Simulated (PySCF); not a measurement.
## InF₂, doublet: molecular constants

These are results of PySCF, UPBE0, basis In def2-TZVP with ECP28, F def2-TZVP (scalar-relativistic core potentials, no spin–orbit coupling, density fitting), not measurements.

The structure is a higher-order saddle point with 2 imaginary modes (one degenerate set).

- Point group: D∞h
- Bond lengths: In–F 1.999 Å (×2)
- Bond angles: F–In–F 180.0°
- Highest occupied level (α): -6.74 eV
- Dipole moment: 0.00 D
- Principal polarisabilities: 39.5, 39.5, 48.8 bohr³
- Rotational constants: 0.1111 cm⁻¹
- Zero-point energy (real modes): 6.0 kJ/mol
- Atomisation energy without zero-point energy: 729 kJ/mol
- Principal quadrupole moments (Buckingham, traceless) about the centre of mass: -17.99, 9.00, 9.00 D Å
- Lowest empty level (β): -3.97 eV
- Spin squared ⟨S²⟩: 0.754

Harmonic modes (masses in u: In 114.904, F 18.998):
```json
{"symmetry": "πu", "ω (cm⁻¹)": "129i", "IR (km/mol, summed over degenerate members)": "–", "μ (u)": "23.97", "type": "bend"}
{"symmetry": "σg+", "ω (cm⁻¹)": "480", "IR (km/mol, summed over degenerate members)": "0.0", "μ (u)": "19.00", "type": "stretch"}
{"symmetry": "σu+", "ω (cm⁻¹)": "516", "IR (km/mol, summed over degenerate members)": "126", "μ (u)": "23.97", "type": "stretch"}
```

In D∞h the vibrations span πu + σg+ + σu+. The σg+ mode carries no infrared intensity, as symmetry demands. With a centre of inversion only u modes can be infrared active and only g modes Raman active.

Charges (e):
```json
{"atom": "In1", "Mulliken": "0.87", "Löwdin": "0.55", "polar tensor": "0.86", "spin (Mulliken)": "0.65", "Mayer order to In1": "–"}
{"atom": "F2,3", "Mulliken": "-0.44", "Löwdin": "-0.28", "polar tensor": "-0.43", "spin (Mulliken)": "0.18", "Mayer order to In1": "0.84"}
```

Mulliken populations on In1 (electrons outside its core potential): s 3.43, p 6.46, d 10.16, f 0.08.

This need not be the most stable arrangement of these atoms. At this level a doublet minimum of C2v symmetry lies 39 kJ/mol below this structure. Spin–orbit coupling, left out here, can matter for elements this heavy.

The final relaxation and frequency run took 15 s on 4 threads of a shared Arm Neoverse V1 host, with 112 basis functions and 6 gradients; the process peaked at 1 GiB.
